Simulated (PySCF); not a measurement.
From results back to the method.

Species: trimethylborane, C3H9B.
InChI=1S/C3H9B/c1-4(2)3/h1-3H3

The closed-shell ground state was solved 3 times with PySCF (density fitting, gas phase), always in the pcSseg-2 basis (270 functions), with these functionals: B97-2, KT3 and wB97X-D. Isolated species at its PBE0-D3(BJ)/def2-TZVP geometry, gas phase.

```csv
row,total energy (Eh),HOMO (eV),LUMO (eV),dipole (D)
P,-144.6085,-8.24,-0.13,0.07
Q,-144.6158,-10.40,1.78,0.07
R,-147.0851,-7.24,-1.14,0.07
```

Q: Which functional belongs to which row?

A: P = B97-2, Q = wB97X-D, R = KT3. By rising HOMO–LUMO gap: KT3 (GGA) 6.10 eV; B97-2 (global hybrid, 21 % exact exchange) 8.11 eV; wB97X-D (range-separated hybrid) 12.18 eV. Total energies of different functionals aren't bounds to one another; each is stationary for its own functional.

wB97X-D is run here without its empirical dispersion term; that term would change no orbital, density or response property at a fixed geometry.
